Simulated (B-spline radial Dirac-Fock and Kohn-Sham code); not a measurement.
**Dipole and non-dipole photoemission parameters of C⁺ 2p1/2**

System: C⁺, [He] 2s2 2p1; threshold 21.14 eV (orbital energy of the model). Method: Dirac-Hartree-Slater photoionisation with a Latter tail; cross sections with all multipoles, angular parameters from the dipole term and its interference with E2. Computed with a radial atomic solver.

For linearly polarised light dσ/dΩ = σ/(4π) [1 + β P₂(cos θ) + (δ + γ cos²θ) sin θ cos φ], with θ from the polarisation vector and φ the angle between the beam and the projection of the electron momentum on the plane normal to the polarisation.

```csv
hν (eV),σ (kb),β,γ,δ
56.2,177,1.525,0.072,0.007
57.2,170,1.525,0.074,0.007
75.6,80.4,1.495,0.104,0.008
80,68.7,1.484,0.110,0.008
99.5,36.8,1.430,0.135,0.010
156,9.67,1.272,0.193,0.015
254,2.05,1.032,0.235,0.026
279,1.51,0.983,0.240,0.028
300,1.19,0.946,0.244,0.030
332,0.859,0.896,0.250,0.034
366,0.625,0.850,0.256,0.037
400,0.467,0.809,0.262,0.041
416,0.411,0.792,0.265,0.042
469,0.277,0.740,0.275,0.047
509,0.210,0.706,0.283,0.051
919,0.0268,0.487,0.358,0.083
1040,0.0171,0.445,0.377,0.091
1390,0.00574,0.348,0.420,0.115
2350,?,?,?,?
2590,0.000508,0.179,0.490,0.175
3500,0.000154,0.128,0.533,0.210
3690,0.000125,0.121,0.543,0.217
4000,9.02e-05,0.111,0.558,0.228
5414.7,2.66e-05,0.084,0.623,0.271
6000,1.76e-05,0.079,0.651,0.288
6430,1.32e-05,0.076,0.672,0.299
7880,5.78e-06,0.068,0.740,0.333
8047.8,5.30e-06,0.067,0.748,0.337
13700,5.85e-07,0.029,0.958,0.448
15000,4.00e-07,0.019,0.990,0.471
```

Question: Give the values at 2350 eV.

Answer: σ = 0.000745 kb, β = 0.200, γ = 0.477, δ = 0.165.
